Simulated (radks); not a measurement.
Results of a calculation; reference values are marked as such.
Question: Neutral neon, [Ne]. Level of theory: non-relativistic Kohn-Sham, exchange-only B88, spin-polarised, spherical densities, point nucleus (a radial shooting solver on a logarithmic mesh with Libxc functionals). Every spin shell is full or empty, so the densities are truly spherical. Functionals are evaluated on that one density, not self-consistently. Rank these exchange functionals by their error against the exact value of the orbitals, and give that value: LDA, PBE, PW91, OPTX, G96, EV93, SCAN, Tao-Mo.

Answer: Exact: -12.0287 hartree. From best to worst, with 100 (|E| - |E exact|)/|E exact| (equal figures are ties): PBE -0.10, PW91 +0.30, OPTX +0.33, G96 +0.51, Tao-Mo +0.58, SCAN +0.61, EV93 +2.48, LDA -8.68.
